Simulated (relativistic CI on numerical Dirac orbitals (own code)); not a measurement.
## Cr3+ in a cubic cluster: 3s photoemission with charge transfer

Computed with a charge-transfer multiplet model of a cubic metal-ligand cluster with up to 2 ligand holes, Slater and spin-orbit integrals from Dirac-Coulomb-Breit ions, Slater integrals scaled by 0.8. The parameters are those of a tetrahedral site (10Dq negative, t2 hopping the larger). The ground state mixes d3 with configurations of k ligand holes L, whose averages lie at kΔ + k(k − 1)U_dd/2; a core hole lowers each added d electron by U_cd. 20 K, Lorentzian 1.4 eV and Gaussian 0.8 eV FWHM.

Atomic integrals in eV (Slater integrals scaled, ζ unscaled), ground: F2dd 8.574, F4dd 5.368, zeta_d 0.033; with the core hole: F2dd 9.419, F4dd 5.934, zeta_d 0.040, G2cd 9.414.

Cluster parameters (eV): U_dd = 6.2, U_cd = 7.2, 10Dq = -0.15, 10Dq(ligand) = 0, V(eg) = 0.95, V(t2g) = -1.61, final-state hopping factor = 1.

```tsv
Case	n_d	d3	d4L	d5L2	S
Δ = 2.3 eV	3.56	0.50	0.45	0.05	1.50
Δ = 3.3 eV	3.45	0.58	0.38	0.04	1.50
Δ = 4.3 eV	3.37	0.66	0.32	0.02	1.50
```

Weights, n_d and S are thermal averages at 20 K. Binding energies count from the first peak over 30 % of the highest in each spectrum, which can be another peak from case to case. The parameters are a model scan and need not match a compound or its usual spin state. Peaks in eV (height, largest 100):
- Δ = 2.3 eV: 0.0 (99), 3.6 (68), 9.3 (100), 17.9 (24), 22.2 (6)
- Δ = 3.3 eV: 0.0 (95), 3.8 (58), 9.2 (100), 17.1 (26)
- Δ = 4.3 eV: 0.0 (90), 4.0 (53), 9.0 (100), 16.7 (26)

Curve for Δ = 3.3 eV (points under 2 left out, the grid thinned):

(E (eV), Intensity): (-3.6, 5.2), (-3.0, 7.0), (-2.4, 10.4), (-1.8, 17.0), (-1.2, 32.4), (-0.6, 66.2), (0.1, 94.1), (0.7, 64.9), (1.3, 36.3), (1.9, 26.6), (2.5, 29.1), (3.1, 42.6), (3.7, 58.0), (4.3, 47.4), (4.9, 31.7), (5.5, 27.6), (6.1, 25.8), (6.8, 23.5), (7.4, 28.3), (8.0, 46.5), (8.6, 80.8), (9.2, 100.0), (9.8, 78.7), (10.4, 52.5), (11.0, 35.7), (11.6, 24.7), (12.2, 18.5), (12.8, 14.7), (13.5, 12.2), (14.1, 11.4), (14.7, 11.7), (15.3, 12.6), (15.9, 15.3), (16.5, 21.6), (17.1, 25.5), (17.7, 22.0), (18.3, 15.6), (18.9, 9.6), (19.5, 6.1), (20.2, 4.5), (20.8, 4.0), (21.4, 4.0), (22.0, 4.0), (22.6, 3.0), (23.2, 2.0)

For the case Δ = 2.3 eV, Δ = 2.3 eV is smaller than U_dd = 6.2 eV, the charge-transfer side of the Zaanen-Sawatzky-Allen scheme. With the core hole the configuration with one ligand hole lies at Δ − U_cd = -4.9, -3.9, -2.9 eV from the one without, in the order of the table; where this is negative the screened configuration lies lower, though the effective hopping of about 3.6 eV (from the holes of the mixed ground state) mixes the two strongly wherever it is as large as the gap.

Without intra-shell correlation the exchange splitting of the 3s hole comes out too large.
